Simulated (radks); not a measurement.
Trend from Lu4+ to Hg4+: ionisation energy by Delta-SCF between NIST ground configurations, and size. Method: scalar-relativistic Kohn-Sham, LDA (Slater exchange, Perdew-Wang correlation), spin-polarised, spherical densities, finite nucleus; open shells are filled with parallel spins first (spin-orbit coupling, left out, can overturn this in heavy ions); Fermi nuclear charge, rms radius of each element as measured or else 0.836 A^(1/3) + 0.57 fm; computed with a radial shooting solver on a logarithmic mesh with Libxc functionals.

species  configuration  configuration of the ion  IE (eV)  NIST (eV)       kind  -e(HOMO) (eV)
Lu4+         [Xe] 4f13                 [Xe] 4f12   68.975       66.8  semi-emp.    57.512 (4f)
Hf4+         [Xe] 4f14                 [Xe] 4f13   69.895      68.37  semi-emp.    58.308 (4f)
Ta4+     [Xe] 4f14 5d1                 [Xe] 4f14   48.075      48.27  semi-emp.    41.856 (5d)
W4+      [Xe] 4f14 5d2             [Xe] 4f14 5d1   51.000       51.6  semi-emp.    44.536 (5d)
Re4+     [Xe] 4f14 5d3             [Xe] 4f14 5d2   53.827         52     theory    47.139 (5d)
Os4+     [Xe] 4f14 5d4             [Xe] 4f14 5d3   56.591         55     theory    49.689 (5d)
Ir4+     [Xe] 4f14 5d5             [Xe] 4f14 5d4   59.309         57     theory    52.198 (5d)
Pt4+     [Xe] 4f14 5d6             [Xe] 4f14 5d5   58.392         56     theory    51.376 (5d)
Au4+     [Xe] 4f14 5d7             [Xe] 4f14 5d6   61.384         60     theory    54.118 (5d)
Hg4+     [Xe] 4f14 5d8             [Xe] 4f14 5d7   64.275       61.2       exp.    56.779 (5d)

Reference values: NIST Atomic Spectra Database (exp. = measured, semi-emp. = semi-empirical, theory = theoretical value adopted there). Open shells are spherical and high-spin; term and fine-structure splittings are not resolved. Spin-orbit splitting is averaged out at the scalar-relativistic level.
